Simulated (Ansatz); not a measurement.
Breaking the C5–H7 bond in C2H5B (SMILES BC=C) (multiplicity 1 held, fragments rigid). Energies count from the point at 1.086 Å.
Geometry at that point (charge 0, multiplicity 1):
```xyz
8

B     -0.1923     0.1348     1.3423
H     -0.5044     1.2852     1.4115
H     -0.1370    -0.5154     2.3402
C      0.1272    -0.4665    -0.0333
C      0.0609     0.2767    -1.1477
H      0.4154    -1.5096    -0.1414
H      0.2806    -0.1186    -2.1346
H     -0.2211     1.3232    -1.1013
```

Signs of static correlation in cc-pVDZ, with CASSCF(2,2), from Ansatz (a quantum-chemistry and plane-wave program) runs.

```csv
R (Å),T1 of restricted CCSD,⟨S²⟩ of UHF,largest double amplitude of restricted CCSD,weight of the CASSCF reference in MRCISD,CASSCF natural occupations
0.868,0.010,0.039,0.083,0.885,1.99 0.01
0.977,0.010,0.030,0.083,0.884,1.99 0.01
1.086,0.010,0.026,0.082,0.884,1.98 0.02
1.194,0.010,0.026,0.082,0.884,1.98 0.02
1.303,0.010,0.031,0.081,0.884,1.97 0.03
1.466,0.011,0.053,0.081,0.883,1.95 0.05
1.628,0.012,0.219,0.099,0.883,1.91 0.09
1.900,0.015,?,0.194,0.882,1.83 0.17
2.171,0.020,1.055,0.299,0.882,1.71 0.29
2.497,0.029,1.182,0.430,0.882,1.52 0.48
2.931,?,1.239,0.595,0.882,1.31 0.69
3.474,0.050,1.257,0.750,0.882,1.14 0.86
```

Q: Complete the blanks.

A: 
- 1.900, ⟨S²⟩ of UHF: 0.796
- 2.931, T1 of restricted CCSD: 0.040

Doubts at one or more of the structures used: a restricted determinant that unrestricted orbitals would lower (R-CCSD(T)/cc-pVDZ); other coupled-cluster roots lie near (R-CCSD(T)/cc-pVDZ); T1 above 0.05 (R-CCSD(T)/cc-pVDZ, U-CCSD(T)/cc-pVDZ); a spin-contaminated determinant (U-CCSD(T)/cc-pVDZ); the program's own flag: large difference (U-CCSD(T)/cc-pVDZ).
